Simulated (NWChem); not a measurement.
# C3H6O; SMILES COC=C

```xyz
10

C     -0.0956     1.8727     0.0029
C      0.3405     0.6118    -0.0032
O     -0.4867    -0.4506    -0.0042
C      0.1226    -1.7122     0.0032
H     -1.1638     2.0994     0.0086
H      0.6215     2.6933     0.0014
H      1.4142     0.3763    -0.0090
H     -0.6793    -2.4620     0.0008
H      0.7426    -1.8652     0.9052
H      0.7530    -1.8706    -0.8906
```
Atoms are numbered in this order, from 1.

Program: NWChem. Coordinates come from a PBE0/def2-SVP optimisation. B3LYP is NWChem's, with the RPA form of VWN correlation. Vertical excitations in the gas phase; the lowest state need not have the same character in each row.

**Question.** Among these, which level gives the lowest value of “lowest excitation, singlet (eV)”?
(A) PBE/def2-SVP, TDA
(B) B3LYP/def2-SVP, TDA
(C) PBE0/def2-SVP, TDA

**Answer.** A, PBE/def2-SVP, TDA. Values: PBE/def2-SVP, TDA 6.35; B3LYP/def2-SVP, TDA 6.82; PBE0/def2-SVP, TDA 7.13
